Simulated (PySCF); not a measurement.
Nitrogen: a sound run and one with changed settings

Sound run: N⁺ [He] 2s2 2p2, N²⁺ [He] 2s2 2p1. Calculation: PySCF 2.14, in x2c-SVPall (3s2p1d, 14 functions); scalar relativity by spin-free X2C-1e. The sound run starts from symmetry-adapted Hartree-Fock orbitals and uses a fine grid where one is needed.

Changed run: radial step 0.3 in ln r (0.13 in the sound run). This setting is unsound on purpose.

```tsv
species	method	sound run (hartree)	changed run (hartree)	converged
N⁺	UHF	-53.84987	-53.84987	yes
N⁺	PBE0	-53.96687	-53.96676	yes
N⁺	TPSS	-54.03863	-54.03907	yes
N²⁺	UHF	-52.77125	-52.77125	yes
N²⁺	PBE0	-52.86203	-52.86205	yes
N²⁺	TPSS	-52.93662	-52.93719	yes
```

Ionisation energy of N⁺:

```tsv
method	sound run (eV)	changed run (eV)
UHF	29.351	29.351
PBE0	30.064	30.061
TPSS	29.987	29.984
```

A coarse radial grid mis-integrates the density and the exchange-correlation energy, with errors of either sign; Hartree-Fock needs no grid.

For comparison, NIST gives 29.601 eV between the lowest levels.
